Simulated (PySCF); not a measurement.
**BeZn and its ions**

PW91; basis Be x2c-SVPall, Zn x2c-SVPall; spin-free X2C with a Gaussian nucleus; PySCF 2.14. Neutral (UKS): singlet (closed shell), Re = 2.759 Å, ωe = 174 cm⁻¹, De = 0.20 eV, HOMO -4.87 eV, LUMO -2.31 eV.

BeZn⁺ (UKS): doublet (σ ↑), Re = 2.380 Å, ωe = 363 cm⁻¹, De = 1.91 eV to Be⁺ + Zn. The energies at the minima are -1810.40314 hartree for BeZn and -1810.13431 for BeZn⁺.

(1) Work out the adiabatic ionisation energy, without and with harmonic zero-point energies (1 hartree = 27.2114 eV, 1 eV = 8065.5 cm⁻¹), and the change of the bond length.

Closed-shell solutions of metal pairs were not tested for spin polarisation, which can lower them a little. Weak bonds: BeZn. Basis-set superposition, not corrected here, can be much of De in a small basis, most of all at correlated wavefunction levels. For an ion De counts to the pair picked by the measured ionisation energies or electron affinities, which need not be the lowest pair at this level. States were picked by a PBE0 search and need not be the measured ground states.

Results:

(1) At PW91: 0.26883 hartree = 7.315 eV between the minima; the zero-point term (363.0 − 174.0)/2 cm⁻¹ = +0.012 eV makes it 7.327 eV. Re changes by -37.9 pm against the neutral. Minus the HOMO energy is 4.87 eV, -2.45 eV from the value between the minima; self-interaction puts the Kohn–Sham level too high, less so with exact exchange. The electron leaves a σ orbital, and the shorter bond of the ion fits an antibonding orbital, or a change in how ionic the bond is.
